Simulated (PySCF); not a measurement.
H4GaN (SMILES [NH2][GaH2]), singlet, at a GFN2-xTB geometry (such geometries of metal compounds can be far from the true shape). Base run: PySCF with HF/6-31G*.

The PySCF input:
```python
from pyscf import gto, scf, solvent

mol = gto.Mole()
mol.atom = '''
    Ga    0.004596   -0.168039   -0.338956
    H    -1.256037   -0.094667   -1.233012
    H     1.283526   -0.910334   -0.794204
    N    -0.017286    0.631965    1.274753
    H    -0.797141    1.143391    1.672280
    H     0.748167    0.647063    1.939292
'''
mol.basis = '6-31g*'
mol.charge = 0
mol.spin = 0
mol.verbose = 4
mol.build()

mf = scf.RHF(mol)
mf.kernel()
mf.analyze()
```

Variants of this job, named by their change:

```tsv
change	ΔE vs base (kcal/mol)	dipole (D)	HOMO-LUMO gap (eV)
base	0.000	1.01	12.57
model = IEF-PCM; solvent = tetrahydrofuran	-3.09	1.17	12.70
model = IEF-PCM; solvent = dimethylsulfoxide; vdw_scale = 1.4	?	1.19	?
model = IEF-PCM; solvent = dimethylsulfoxide; lebedev_order = 11	-3.54	1.19	12.72
model = IEF-PCM; solvent = dimethylsulfoxide; vdw_scale = 1.1	-5.53	1.19	12.85
model = IEF-PCM; solvent = n-hexane	-1.35	1.08	12.62
model = COSMO; solvent = dimethylsulfoxide	-3.76	1.20	12.73
model = IEF-PCM; solvent = dimethylsulfoxide; lebedev_order = 41	-3.78	1.21	12.73
model = ddCOSMO; solvent = dimethylsulfoxide	-2.46	1.15	12.68
model = IEF-PCM; solvent = dimethylsulfoxide	-3.75	1.21	12.73
model = IEF-PCM; solvent = dimethylsulfoxide; vdw_scale = 1.0	?	?	?
model = IEF-PCM; solvent = chloroform	?	1.15	12.68
```

Task: What belongs in the gaps?

Result: 
- model = IEF-PCM; solvent = dimethylsulfoxide; vdw_scale = 1.4, ΔE vs base (kcal/mol): -1.87
- model = IEF-PCM; solvent = dimethylsulfoxide; vdw_scale = 1.4, HOMO-LUMO gap (eV): 12.59
- model = IEF-PCM; solvent = dimethylsulfoxide; vdw_scale = 1.0, ΔE vs base (kcal/mol): -8.48
- model = IEF-PCM; solvent = dimethylsulfoxide; vdw_scale = 1.0, dipole (D): 1.16
- model = IEF-PCM; solvent = dimethylsulfoxide; vdw_scale = 1.0, HOMO-LUMO gap (eV): 13.01
- model = IEF-PCM; solvent = chloroform, ΔE vs base (kcal/mol): -2.69

The base is the gas phase, so ΔE is the electrostatic part of solvation at a fixed geometry, without cavity and dispersion terms.
